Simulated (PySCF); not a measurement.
SnCl2, SMILES [Cl][Sn][Cl] (connectivity only; charge and spin as stated), neutral, multiplicity 1. Atoms are numbered in the order given.

```xyz
3

Sn     0.0000     0.0000     0.6251
Cl     0.0000    -1.7882    -0.9193
Cl     0.0000     1.7882    -0.9193
```
Charge 0, spin multiplicity 1.

Coordinates come from a PBE0-D3(BJ)/def2-TZVP optimisation. The isomer is the one that the SMILES or the coordinates give; other isomers of the formula were not compared. The def2 effective core potentials stand for the cores of Sn; spin–orbit coupling is left out.

Computed with HF/def2-TZVPD (PySCF).

Mulliken values depend strongly on the basis, most of all with diffuse functions as here. ESP charges are fitted to the potential on shells at 1.4 to 2.0 van der Waals radii. Atomic charges (e):

```tsv
atom	Mulliken	ESP fit
Sn1	1.03	0.49
Cl2	-0.52	-0.25
Cl3	-0.52	-0.25
```
